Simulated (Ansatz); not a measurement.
One change: `[F][Hf]([F])([F])[Br]` becomes `[F][Hf]([F])([Br])[Br]`.

Ansatz, PBE0-D4/def2-TZVP geometries, multiplicity 1. 

Elements past krypton have def2 core potentials. Scalar relativity is left out up to krypton.

```csv
property,`[F][Hf]([F])([F])[Br]`
LUMO energy (B3LYP/def2-TZVPP) / eV,-1.47
size of the dipole moment (B3LYP/def2-TZVPP) / D,0.07
HOMO energy (B3LYP/def2-TZVPP) / eV,-9.01
HOMO energy (ωB97M-V/def2-TZVPP) / eV,-11.48
LUMO energy (ωB97M-V/def2-TZVPP) / eV,0.43
zero-point energy (PBE0-D4/def2-TZVP) / kJ/mol,17.8
```

Problem. What does the change do to each property? (Estimate.)

Solution. Computed: 
```
                                        property  `[F][Hf]([F])([Br])[Br]`  shift
             LUMO energy (B3LYP/def2-TZVPP) / eV                     -2.07  -0.60
size of the dipole moment (B3LYP/def2-TZVPP) / D                      0.17   0.10
             HOMO energy (B3LYP/def2-TZVPP) / eV                     -8.79   0.22
           HOMO energy (ωB97M-V/def2-TZVPP) / eV                    -11.22   0.26
           LUMO energy (ωB97M-V/def2-TZVPP) / eV                      0.18  -0.25
  zero-point energy (PBE0-D4/def2-TZVP) / kJ/mol                      14.7   -3.1
```

With PBE0 the HOMO rises by 0.23 eV and the LUMO falls by 0.64 eV, so the gap narrows by about 0.87 eV. PBE moves the HOMO by 0.17 eV and ωB97M-V by 0.26 eV. Dipoles are sizes alone; their direction can turn.

B3LYP here is the variant with VWN-RPA as its local correlation; programs differ in this.

Spin–orbit coupling is left out; it splits and shifts lone-pair levels of the heavy atoms by tenths of an eV.
